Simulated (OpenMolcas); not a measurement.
Fe2+ with 6 ligands (sulfide) in octahedral coordination (Oh). A charge of +1.67 e stands 2.6 Å behind each ligand. Ligand basis ANO-RCC-VDZP.

```yaml
Program: OpenMolcas
Method: "SS-CASPT2, IPEA 0.25 Eh, imaginary shift 0.1 Eh (closed shells correlated: 3s 3p and the ligand valence shells)"
Basis: ANO-RCC-VTZP [6s5p3d2f1g]
Scalar_Hamiltonian: DKH2, point nucleus
Active_space: 6 electrons in 5 orbitals (3d)
State_averaging: 2S+1 = 5 even, 5 roots; 2S+1 = 3 even, 45 roots; 2S+1 = 1 even, 50 roots
Spin-orbit_coupling: RASSI with atomic mean-field integrals over the reference wave functions
```

All ligands move together. At R = 2.42 Å the first state of the same spin is 2270 cm-1, and at R = 2.65 Å it is 1530 cm-1.

Task: A third run gives 1810 cm-1. What distance was it run at?

Result: With a power law R^-n the two known points give n = -ln(1530 / 2270) / ln(2.65 / 2.42) = 4.35. Then R = 2.42 × (2270 / 1810)^(1/4.35) = 2.549 Å. The run was at 2.56 Å, so the estimate is off by -0.011 Å.

Roots that are degenerate in the reference are averaged as groups; the widest CASPT2 spread within a group is 580 cm-1 (the 2-fold group of multiplicity 1 near 49900 cm-1 above the lowest state of its run, R = 2.42). Shifts and gaps below about the spread of the groups concerned are not significant. Over all roots computed the reference weight is 0.57 to 0.62 in R = 2.42, 0.59 to 0.63 in R = 2.56, 0.60 to 0.64 in R = 2.65; a low but even weight reflects the number of correlated electrons. An orbital triplet at a regular site is open to Jahn-Teller coupling, which can distort the site and quench the lowest spin-orbit gaps and is left out. The sulfide ions are held by bare point charges, a crude embedding. A single d shell leaves out the double-shell effect, which counts most for late 3d ions, where the CASPT2 field can be off either way by tens of per cent. Ligand-to-metal charge-transfer states are missing. With oxide or sulfide held by bare charges the field of late divalent 3d ions can come out several times too small, and g and χT far too large. These CASPT2 states fit no ligand-field parameters well, so their order and spin gaps are uncertain. With no ligand orbital active B as a rule stays too high, so bands that hang on it stand too high and its fall with covalency is understated. With one d shell and no ligand orbital active, 10Dq can be off by tens of per cent for divalent 3d ions, low with halides held by bare charges and at times high in hosts. Free-ion shares, where given, are those of the reference states; single-state CASPT2 does not remix them. No measured value stands beside these numbers; the geometry is a model, was not optimised and need not be the one that this ion takes.
